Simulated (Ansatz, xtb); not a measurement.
BrCl3Si: where a starting geometry ends

The starting geometry of this gas-phase singlet has its atoms placed at random.

```xyz
5

Br    1.3964   -0.1074    0.7035
Cl   -0.4675    1.8182    0.6838
Cl   -0.7745   -1.3908   -0.0681
Cl   -1.2654    1.0495   -0.8865
Si   -1.3631    0.1618    1.1200
```

Q: Guess where an optimisation with r2SCAN-D4/def2-SVP ends from this start.

A: It ends as `Cl[Si](Cl)(Cl)Br`. Distances that change by over a tenth: Br1–Cl2 (2.68 → 3.47 Å), Br1–Cl3 (2.64 → 3.47 Å). Contacts that open: Cl2–Cl4 (1.92 → 3.33 Å). Contacts that close: Br1–Si5 (2.80 → 2.20 Å).

The energy falls by 12.17 eV over 16 steps:

```
step  E − E(last) (eV)
   1            12.174
   3             7.309
   4             6.714
   6             5.387
   8             2.973
   9             2.334
  11             1.120
  13             0.176
  14             0.001
  16             0.000
```

Final geometry (Å):

```tsv
atom	x (Å)	y (Å)	z (Å)
Br	1.6484	-0.0480	0.3725
Cl	-1.0207	1.7540	1.6664
Cl	-1.5182	-1.4135	0.7643
Cl	-1.0639	0.9284	-1.5602
Si	-0.5196	0.3104	0.3098
```

From the same start GFN2-xTB ends elsewhere, in pieces: BrClSi + Cl2.

From so rough a start the end depends on the optimiser's path, so another program may land elsewhere. No frequencies were run, so the end isn't proven a minimum. Run with Ansatz 0.2.0, 43 s on 2 threads of Arm Neoverse V2 (shared host).
